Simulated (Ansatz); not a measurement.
The lowest singlet and triplet of C7H6 (SMILES [CH]c1ccccc1); geometries from B3LYP-D3(BJ)/def2-TZVP, each state relaxed from the structure named, with no frequency check.
Singlet (charge 0, multiplicity 1):
```xyz
13

C      2.451    -0.303    -0.170
C      1.037    -0.100    -0.071
C      0.204    -1.243    -0.058
C     -1.171    -1.127     0.036
C     -1.747     0.140     0.119
C     -0.958     1.290     0.108
C      0.416     1.171     0.015
H      2.924     0.698    -0.165
H      0.688    -2.209    -0.124
H     -1.799    -2.007     0.045
H     -2.823     0.233     0.192
H     -1.424     2.265     0.174
H      1.043     2.053     0.006
```

A positive gap puts the triplet lower; no zero-point energy. R- takes a restricted singlet. The triplet is unrestricted in single-reference levels. Active spaces average the two states.

Cores are frozen in the correlated methods.

Codes used: Ansatz (Gaussian orbitals). Values without a source in brackets are computed.

R-PBE/def2-TZVPP gives -0.088 eV for the gap E(singlet) − E(triplet), vertical, at the singlet's geometry.

Where do these levels fall relative to PBE: R-r2SCAN/def2-TZVPP, R-PBE0/def2-TZVPP, R-wB97M-V/def2-TZVPP, R-B2PLYP/def2-TZVPP, SC-NEVPT2 on SA-CASSCF(8,8)/cc-pVDZ, FIC-MRCISD+Q on SA-CASSCF(8,8)/cc-pVDZ.

R-r2SCAN/def2-TZVPP 0.264; R-PBE0/def2-TZVPP 0.091; R-wB97M-V/def2-TZVPP -0.247; R-B2PLYP/def2-TZVPP -0.216; SC-NEVPT2 on SA-CASSCF(8,8)/cc-pVDZ -0.021; FIC-MRCISD+Q on SA-CASSCF(8,8)/cc-pVDZ 0.017 eV. 3 of 6 lie above PBE; the widest gap is to R-r2SCAN/def2-TZVPP.

Doubts at one or more of the structures used: a restricted determinant that unrestricted orbitals would lower (R-PBE/def2-TZVPP, R-r2SCAN/def2-TZVPP, R-PBE0/def2-TZVPP, R-B2PLYP/def2-TZVPP).

Ansatz is an electronic-structure program.
